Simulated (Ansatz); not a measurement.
Z-matrix (Å, degrees):
```
C
O 1 1.2948
H 2 0.9761 1 113.15
H 1 1.0897 2 120.09 3 0.00
S 1 1.6524 4 117.05 2 180.00
C 5 1.8143 1 103.34 4 179.99
H 6 1.0887 5 109.38 1 -61.24
H 6 1.0887 7 111.63 5 -121.19
H 6 1.0890 7 110.72 8 -123.83
```
Charge +2, spin multiplicity 2.

All values below come from Ansatz (a program for electronic structure) with frozen-core CCSD(T)/cc-pVTZ // TPSSh-D3(BJ)/def2-TZVP. The geometry is that of the parent before the electron was removed.

```json
{
 "HF energy": "-550.28348 Ha",
 "MP2 correlation energy": "-0.68902 Ha"
}
```

Estimate the CCSD correlation energy, the (T) correction, the total energy and the T1 diagnostic.


```yaml
CCSD correlation energy: -0.73155 Ha
"(T) correction": -0.03237 Ha
CCSD(T) total energy: -551.04740 Ha
T1 diagnostic: 0.024
```
